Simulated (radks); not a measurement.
Results of a calculation; reference values are marked as such.
Problem. Neutral magnesium, [Ne] 3s2. Level of theory: non-relativistic Kohn-Sham, exchange-only PBE, spin-polarised, spherical densities, point nucleus (a radial shooting solver on a logarithmic mesh with Libxc functionals). Every spin shell is full or empty, so the densities are truly spherical. Functionals are evaluated on that one density, not self-consistently. Rank these exchange functionals by their error against the exact value of the orbitals, and give that value: LDA, B88, PBE, revPBE, PW86, AM05, B86b, G96, EV93, revTPSS, SCAN, r2SCAN, MVS.

Solution. Exact: -15.9362 hartree. From best to worst, with 100 (|E| - |E exact|)/|E exact| (equal figures are ties): MVS -0.10, revTPSS -0.15, revPBE +0.15, r2SCAN +0.16, B88 +0.19, G96 +0.20, B86b +0.32, PBE -0.35, SCAN +0.36, PW86 +0.86, EV93 +1.95, AM05 -7.32, LDA -8.51.
